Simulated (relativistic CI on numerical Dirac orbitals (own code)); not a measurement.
# Electric-dipole lines of V IV

Calculated at this level of theory: Dirac-Coulomb-Breit CI, separate exchange-only KLI orbitals for each configuration, model QED, valence Slater integrals scaled by 0.85, P86 correlation estimate, and configurations built on the next ion tied to the tabulated ionisation energy (semi-empirical) (own radial code, finite nucleus).

Configurations in the expansion (outside the closed core [Ne]): 3s²3p⁶3d², 3s²3p⁶3d4s, 3s²3p⁶3d4p, 3s²3p⁶3d4d, 3s²3p⁶3d5s, 3s²3p⁶3d4f, 3s²3p⁵3d³, 3s²3p⁶4s², 3s²3p⁶3d5p, 3s²3p⁶4s4p, 3s²3p⁶3d5d, 3s²3p⁶3d5f, 3s²3p⁶3d5g, 3s²3p⁴3d⁴, 3s²3p⁶4p², 3s²3p⁶4s4d, 3s3p⁶3d³, 3s²3p⁶4p4d. Levels of other configurations are missing.

```tsv
λ vac (nm)	Lower	Upper	A (s⁻¹)	E lower (cm⁻¹)	E upper (cm⁻¹)
37.762	3s²3p⁶3d² ³F4 [3]	3s²3p⁶3d4f ³G°5 [67]	5.60e+09	690.0	265503.9
40.040	3s²3p⁶3d² ¹G4 [8]	3s²3p⁶3d4f ¹H°5 [79]	8.62e+09	18346.0	268097.9
66.799	3s²3p⁶3d² ³F4 [3]	3s²3p⁶3d4p ³D°3 [17]	2.09e+09	690.0	150393.3
66.806	3s²3p⁶3d² ³F3 [2]	3s²3p⁶3d4p ³D°2 [16]	2.07e+09	305.3	149993.5
72.077	3s²3p⁶3d² ¹G4 [8]	3s²3p⁶3d4p ¹F°3 [24]	3.20e+09	18346.0	157087.1
125.25	3s²3p⁶3d4p ¹D°2 [14]	3s²3p⁶3d4d ¹D2 [38]	1.39e+09	148328.5	228170.0
131.65	3s²3p⁶3d4p ³D°1 [15]	3s²3p⁶3d4d ³F2 [35]	1.56e+09	149692.6	225652.0
131.77	3s²3p⁶3d4p ³D°2 [16]	3s²3p⁶3d4d ³F3 [36]	1.51e+09	149993.5	225880.6
132.02	3s²3p⁶3d4p ³D°3 [17]	3s²3p⁶3d4d ³F4 [37]	1.67e+09	150393.3	226140.4
134.75	3s²3p⁶3d4p ³F°4 [20]	3s²3p⁶3d4d ³F4 [37]	8.83e+08	151927.7	226140.4
137.27	3s²3p⁶3d4p ¹F°3 [24]	3s²3p⁶3d4d ¹G4 [42]	2.59e+09	157087.1	229935.9
143.14	3s²3p⁶3d4p ¹D°2 [14]	3s²3p⁶3d4d ¹F3 [26]	1.48e+09	148328.5	218191.0
144.90	3s²3p⁶3d4p ³F°2 [18]	3s²3p⁶3d4d ³G3 [30]	1.94e+09	150777.1	219789.2
144.96	3s²3p⁶3d4p ³D°3 [17]	3s²3p⁶3d4d ³D3 [29]	9.81e+08	150393.3	219378.0
145.38	3s²3p⁶3d4p ³F°3 [19]	3s²3p⁶3d4d ³G4 [31]	1.97e+09	151255.3	220038.4
146.08	3s²3p⁶3d4p ³F°4 [20]	3s²3p⁶3d4d ³G5 [33]	2.15e+09	151927.7	220383.9
190.61	3s²3p⁶3d4s ¹D2 [13]	3s²3p⁶3d4p ¹F°3 [24]	6.27e+08	104624.1	157087.1
197.15	3s²3p⁶3d4s ³D3 [12]	3s²3p⁶3d4p ³F°4 [20]	5.73e+08	101203.7	151927.7
198.36	3s²3p⁶3d4s ³D2 [11]	3s²3p⁶3d4p ³F°3 [19]	5.52e+08	100842.0	151255.3
199.44	3s²3p⁶3d4s ³D1 [10]	3s²3p⁶3d4p ³F°2 [18]	5.08e+08	100637.6	150777.1
203.30	3s²3p⁶3d4s ³D3 [12]	3s²3p⁶3d4p ³D°3 [17]	5.35e+08	101203.7	150393.3
215.92	3s²3p⁶3d4d ¹F3 [26]	3s²3p⁶3d4f ¹G°4 [61]	9.03e+08	218191.0	264505.2
217.54	3s²3p⁶3d4d ³D1 [27]	3s²3p⁶3d4f ³F°2 [62]	7.08e+08	218963.0	264930.9
217.74	3s²3p⁶3d4d ³G3 [30]	3s²3p⁶3d4f ³H°4 [68]	7.25e+08	219789.2	265716.0
218.07	3s²3p⁶3d4d ³G4 [31]	3s²3p⁶3d4f ³H°5 [70]	7.99e+08	220038.4	265895.9
218.29	3s²3p⁶3d4d ³D2 [28]	3s²3p⁶3d4f ³F°3 [63]	5.35e+08	219144.9	264955.2
218.42	3s²3p⁶3d4d ³D3 [29]	3s²3p⁶3d4f ³F°4 [64]	5.33e+08	219378.0	265160.4
218.61	3s²3p⁶3d4d ³G5 [33]	3s²3p⁶3d4f ³H°6 [71]	1.15e+09	220383.9	266127.5
228.81	3s²3p⁶3d4s ¹D2 [13]	3s²3p⁶3d4p ¹D°2 [14]	3.77e+08	104624.1	148328.5
511.26	3s²3p⁶3d5s ³D3 [46]	3s²3p⁶3d5p ³F°4 [55]	1.18e+08	238119.7	257679.1
```

Terms are leading LS components. Brackets give the number of a level in order of energy, since labels repeat. The list gives strong lines, with weight on those to low levels, without configurations that were not tied to measured data, without lines whose two gauges differ by over a factor of 2.5, among the lowest 228 of 755 levels, so that lines to higher ones, which can be the strongest, are missing, and without lines across small gaps between configurations, and without 103 lines that miss the measured interval by over 3.5 %, start from a term whose rates miss tabulated ones by over 60 %, have gauges far apart or, lacking measured levels, span too small a gap for the errors found; lines with a level outside our table were not tested and can miss by more. Levels whose partners in the same complex of configurations lie outside the list can be far off, and so can their lines. Rates are taken at the computed energies, electric ones in the length gauge.

Configurations that consist of the next ion and one excited electron were tied to the tabulated ionisation energy; Rydberg ones are usually within 1,000 to 3,000 cm⁻¹ and the lowest ones within about 6,000 (9,000 in d shells), while levels on excited terms of the next ion carry the error of that term, and the other configurations can be misplaced by 10,000 cm⁻¹ or more. Rates follow the energies as ν³ (E1, M1) or ν⁵ (E2), so rates, branching and lifetimes can be off by large factors. The fine structure of a lone outer electron comes out too small, for d and f at times inverted, and misplaced configurations move strength between like terms. 65 of the 66 excited levels that our extract of the measured tables holds in this range could be paired (the sources list more); they are missed by 2165 cm⁻¹ on average and 4441 at most, and levels without a partner can miss by more. Some levels of the ground configuration have no partner and can miss by 10 % or more.
